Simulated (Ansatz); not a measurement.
CH6BNSi. Charge 0, multiplicity 1. The bonds changed during the relaxation, so this is another structure than the one it started from.

Cartesian coordinates in Å:
```
B 0.1231 0.3490 -1.1944
C 0.5948 0.9224 0.2151
N 0.1852 0.1289 1.1591
Si -0.6759 -1.0624 0.0313
H 1.0604 0.0027 -1.8775
H -0.6323 1.0893 -1.7798
H 1.1705 1.8147 0.4883
H 0.3770 0.2924 2.1415
H -0.1081 -2.4134 0.3217
H -2.0947 -1.1236 0.4947
```

Question: List the harmonic frequencies (cm⁻¹, unscaled) at PBE0-D4/def2-TZVP in Ansatz. (Estimate.)

Answer: The calculation gave: 97, 337, 487, 543, 570, 671, 701, 716, 752, 817, 882, 956, 977, 1086, 1087, 1168, 1409, 1575, 2182, 2188, 2489, 2532, 3070, 3535.

Question: Is this a minimum?

Answer: Yes, all 24 modes are real.

Question: Give the ideal-gas thermochemistry at 298.15 K and 1 bar (rigid rotor, harmonic oscillator; point group Cs, symmetry number 1).

Answer: Zero-point energy 184.4 kJ/mol; H(298) − E = 200.8 kJ/mol; entropy 300.1 J/(mol·K), of which translation 162.0, rotation 102.8, vibration 35.4; G(298) − E = 111.3 kJ/mol. Modes under 100 cm⁻¹ are hindered rotations or soft bends, so the harmonic entropy is rough.

Question: And at 400, 500, 600, 800 and 1000 K?

Answer: 
| T (K) | H − E (kJ/mol) | S (J/mol/K) | G − E (kJ/mol) |
| --- | --- | --- | --- |
| 400 | 211.1 | 329.7 | 79.2 |
| 500 | 223.2 | 356.8 | 44.8 |
| 600 | 237.0 | 381.9 | 7.9 |
| 800 | 268.3 | 426.8 | -73.1 |
| 1000 | 303.3 | 465.7 | -162.4 |
